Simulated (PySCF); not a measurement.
Species: C11H11BCl2.
Numbering: `[CH3:1][CH2:2][c:3]1[cH:4][cH:5][c:6]2[c:7]([cH:8]1)[CH2:9][CH:10]=[C:11]2[B:12]([Cl:13])[Cl:14]` (hydrogens: H15, H16, H17 on C1; H18, H19 on C2; H20 on C4; H21 on C5; H22 on C8; H23, H24 on C9; H25 on C10)

A GFN2-xTB structure with every atom displaced at random (by about 0.01 Å) was refined with PBE0-D3(BJ)/def2-SVP geometry optimisation, gas phase (PySCF). Values at the start:

| coordinate | start |
| --- | --- |
| C1–C2 | 1.506 Å |
| C1–H15 | 1.110 Å |
| C2–C3 | 1.489 Å |
| C2–H18 | 1.085 Å |
| C3–C4 | 1.423 Å |
| C4–C5 | 1.350 Å |
| C4–H20 | 1.117 Å |
| C5–C6 | 1.373 Å |
| C5–H21 | 1.078 Å |
| C6–C11 | 1.462 Å |
| C7–C8 | 1.370 Å |
| C7–C9 | 1.476 Å |
| C8–H22 | 1.108 Å |
| C9–H23 | 1.066 Å |
| C11–B12 | 1.558 Å |
| B12–Cl13 | 1.705 Å |
| C1–C2–C3 | 109.4° |
| C2–C3–C4 | 122.1° |
| C3–C8–C7 | 120.8° |
| C4–C3–C8 | 116.3° |
| C6–C11–B12 | 128.6° |
| C10–C11–B12 | 123.6° |
| C11–B12–Cl13 | 119.4° |
| Cl13–B12–Cl14 | 117.8° |
| C1–C2–C3–C4 | 92° |
| C10–C11–B12–Cl13 | 4° |

Q: How do these coordinates change at the PBE0-D3(BJ)/def2-SVP level?

A: 
| coordinate | PBE0-D3(BJ)/def2-SVP (Å or °) | change |
| --- | --- | --- |
| B12–Cl13 | 1.761 | +0.056 |
| C4–C5 | 1.394 | +0.044 |
| C9–H23 | 1.106 | +0.040 |
| C7–C9 | 1.500 | +0.024 |
| C4–H20 | 1.094 | -0.023 |
| C5–C6 | 1.396 | +0.023 |
| C3–C4 | 1.402 | -0.021 |
| C1–C2 | 1.527 | +0.021 |
| C11–B12 | 1.540 | -0.018 |
| C6–C11 | 1.479 | +0.017 |
| C2–H18 | 1.102 | +0.017 |
| C7–C8 | 1.387 | +0.017 |
| C2–C3 | 1.506 | +0.017 |
| C8–H22 | 1.094 | -0.014 |
| C5–H21 | 1.090 | +0.012 |
| C1–H15 | 1.101 | -0.009 |
| C1–C2–C3 | 112.7 | +3.3 |
| C4–C3–C8 | 118.7 | +2.4 |
| C6–C11–B12 | 130.1 | +1.5 |
| C2–C3–C4 | 120.6 | -1.5 |
| C10–C11–B12 | 122.2 | -1.4 |
| Cl13–B12–Cl14 | 116.5 | -1.3 |
| C11–B12–Cl13 | 120.6 | +1.2 |
| C3–C8–C7 | 119.7 | -1.1 |
| C10–C11–B12–Cl13 | 1 | -3 |
| C1–C2–C3–C4 | 90 | -2 |

The energy falls by 29.3 kJ/mol over 8 energy and gradient evaluations, the largest force component goes from 0.0671 to 2.2e-04 Eh/bohr, and the atoms move by 0.062 Å rms after alignment. The bond that changes most is B12–Cl13 (ends: three-coordinate boron; chlorine bonded to B), which lengthens by 0.056 Å. Bonds longer at the end by more than 0.005 Å: 17 of 26; shorter: 8. Rotational constants go from 1213, 274.8, 230.3 to 1206, 266.1, 223.5 MHz.

The run used 259 basis functions and 61 SCF cycles in all.

Stationary, but not proved a minimum. One conformer, not necessarily the lowest.

Conformer computed: `[CH3:1][CH2:2][c:3]1[cH:4][cH:5][c:6]2[c:7]([cH:8]1)[CH2:9][CH:10]=[C:11]2[B:12]([Cl:13])[Cl:14]`: C1–C2–C3–C4 90°, C10–C11–B12–Cl13 1°.
